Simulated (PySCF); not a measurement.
## Bond length, frequency and bond energy of SbTe by level of theory

State: ²Π (doublet), unpaired electrons π ↑. Set-up: basis Sb def2-TZVPPD with ECP28, Te def2-TZVPPD with ECP28; scalar-relativistic core potentials; PySCF 2.14. De refers to Sb + Te in their high-spin ground configurations, without counterpoise correction. The functionals are run spin-unrestricted. A positive dipole means Sb(−)Te(+). Levels whose curve was spin-contaminated or gave no clean fit are not listed.

```
Level  Re (Å)  ωe (cm⁻¹)  De (eV)  μ (D)  CPU s a point (SCF and correlation, without the integrals)
  LDA   2.523        265     3.93  -0.87                                                        0.91
  PBE   2.557        253     3.10  -1.00                                                         1.3
 TPSS   2.548        257     2.98  -1.03                                                         1.5
 PBE0   2.524        263     2.69  -1.17                                                         3.7
B97-3   2.537        262     2.68  -1.26                                                         2.3
```

Question: What does a quarter of exact exchange do here, going from PBE to PBE0?

Answer: PBE0 less PBE: -3.3 pm in Re, +4.0 % in ωe, -0.41 eV in De. Exact exchange removes part of the self-interaction that spreads semilocal densities, and in most molecules shortens and stiffens the bond and lowers De; so it does here.

Question: What does the gradient correction do here, going from LDA to PBE?

Answer: PBE less LDA: +3.4 pm in Re, -4.5 % in ωe, -0.83 eV in De. The gradient correction favours the more uneven density of free atoms, so it tends to lengthen bonds and takes away much of the overbinding of LDA; so it does here.

Spin–orbit coupling is left out, which matters for elements this heavy, above all for dissociation energies. Counting both spins, an empty level lies below a filled one in some of these solutions, because spin and occupation are held. The state was picked by a PBE0 search and need not be the measured ground state.

The whole job (state search and all levels along the bond) took about 4.8 min on 2 threads of Intel Xeon 6975P-C (shared host), peak memory 4.6 GiB.
